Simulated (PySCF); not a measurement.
# Bond length, frequency and bond energy of ZrF by level of theory

State: ⁴Σ⁻ (quartet), unpaired electrons σ ↑, δ ↑↑. Set-up: PySCF, scalar-relativistic core potentials, basis sets Zr def2-TZVPPD with ECP28, F def2-TZVPPD. De refers to Zr (4d2 5s2) + F in their high-spin ground configurations, without counterpoise correction. The functionals are run spin-unrestricted. A positive dipole means Zr(−)F(+).

| Level | Re (Å) | ωe (cm⁻¹) | De (eV) | μ (D) | CPU s a point (SCF and correlation, without the integrals) |
| --- | --- | --- | --- | --- | --- |
| UHF | 1.914 | 633 | n/a | -3.34 | 1.8 |
| UHF-MP2 | 1.890 | 650 | n/a | n/a | 3.2 |
| UHF-SCS-MP2 | 1.900 | 640 | n/a | n/a | n/a |
| UHF-CCSD | 1.898 | 646 | 5.91 | n/a | n/a |
| UHF-CCSD(T) | 1.897 | 646 | 6.03 | n/a | 220 |
| PBE | 1.885 | 650 | n/a | -2.94 | 1.7 |
| revPBE | 1.893 | 637 | n/a | -3.02 | 1 |
| TPSS | 1.888 | 654 | n/a | -3.14 | 2.5 |
| r²SCAN | 1.883 | 659 | n/a | -3.34 | 2.5 |
| M06-L | 1.890 | 645 | n/a | -3.22 | 15 |
| TPSSh | 1.886 | 657 | n/a | -3.21 | 3.6 |
| PBE0 | 1.879 | 660 | n/a | -3.16 | 3.6 |
| BHandHLYP | 1.891 | 653 | n/a | -3.35 | 2.2 |
| CAM-B3LYP | 1.891 | 652 | n/a | -3.15 | 5.4 |

The bond length runs from 1.879 Å (PBE0) to 1.914 Å (UHF).

Correlated steps freeze 1 core orbital. De is left out where the level can put another filling of the metal’s s and d shells below the measured ground configuration, by anything from nothing to about 1 eV. These are scalar-relativistic numbers at best; spin–orbit coupling would shift them, the dissociation energy most. With d or f electrons several states lie close, and the lowest PBE0 determinant need not be the measured ground state.

The whole job (state search and all levels along the bond) took about 22 min on 2 threads of Arm Neoverse V1 (shared host), peak memory 4.6 GiB.
